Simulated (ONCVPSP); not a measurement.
# Transferability test, ONCV potential for Re

```json
{
 "Element": "Re",
 "Generator": "ONCVPSP 4.0.1",
 "Type": "optimised norm-conserving Vanderbilt (ONCV)",
 "Functional": "PBEsol",
 "Relativity": "scalar-relativistic",
 "Frozen core": "[Kr] 4d10 4f14",
 "Valence charge": "15",
 "Reference configuration": "5s2 5p6 5d6 6s1",
 "Partial waves": "5s+6s: rc 1.75 bohr, ncon 3, nbas 6, qcut 9 1/bohr, 2 projectors; 5p: rc 1.60 bohr, ncon 4, nbas 7, qcut 7.5 1/bohr, 2 projectors, debl 0.6 Ha; 5d: rc 2.40 bohr, ncon 4, nbas 8, qcut 6.6 1/bohr, 1 projector",
 "Local potential": "polynomial inside 1.55 bohr (lpopt 4, dvloc0 1 Ha)",
 "Core correction": "polynomial model core, fcfact 0.5"
}
```

In the p channel the program set the typed energies aside and used -1.654, 0.250 Ha.

Energies are relative to the spin-unpolarised reference configuration 5s2 5p6 5d6 6s1; without spin polarisation the order of configurations can differ from experiment.

```csv
valence configuration,charge,ΔE all-electron (eV),error AE − PS (meV)
5s2 5p6 5d5 6s2,0,-0.950,+1.5
5s2 5p6 5d5 6s1,+1,8.343,-0.5
5s2 5p6 5d5 6s0,+2,24.687,-7.9
5s2 5p6 5d6 6s0,+1,8.484,-4.4
```
